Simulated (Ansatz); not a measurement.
Stretching the Si1–H2 bond in H4Si2 (SMILES [SiH][SiH3]) (multiplicity 1 held, fragments rigid). Energies count from the point at 1.524 Å.
Geometry at that point (charge 0, multiplicity 1):
```csv
atom,x (Å),y (Å),z (Å)
Si,-0.0034,1.0372,0.8259
H,-0.4439,1.8615,-0.3774
Si,0.0292,-0.8910,-0.5979
H,0.9795,-0.6606,-1.7212
H,-1.3262,-1.1003,-1.1784
H,0.4294,-2.1475,0.0843
```

R- and RO- levels are restricted; in cc, def2 and unpolarised 6-31G sets they are followed outwards from rest. Unrestricted levels (U-) break spin symmetry where that is lower. Active spaces are followed from a long bond inwards. Levels need not reach the same state.

Correlated levels freeze the cores.

Programs: Ansatz (a first-principles code). Values without a source in brackets are computed.

Energies in eV.

```tsv
R (Å)	R-PBE/cc-pV(T+d)Z	U-MP2/cc-pV(T+d)Z	R-SCS-MP2/cc-pV(T+d)Z	FIC-MRCISD+Q on CASSCF(2,2)/cc-pV(T+d)Z
1.219	1.19	1.09	1.10	1.12
1.371	0.25	0.19	0.20	0.21
1.524	0.00	0.00	0.00	0.00
1.676	0.10	0.17	0.16	0.14
1.828	0.39	0.52	0.50	0.46
2.057	0.94	1.18	1.15	1.04
2.285	1.52	2.07	1.82	1.63
2.666	2.37	2.82	2.80	2.41
3.047	3.03	3.07	3.57	2.91
3.504	3.59	3.16	4.20	3.19
4.114	4.05	3.20	4.60	3.31
4.876	4.34	3.21	4.50	3.34
```

Doubts at one or more of the structures used: a restricted determinant that unrestricted orbitals would lower (R-PBE/cc-pV(T+d)Z, R-SCS-MP2/cc-pV(T+d)Z); a spin-contaminated determinant (U-MP2/cc-pV(T+d)Z).
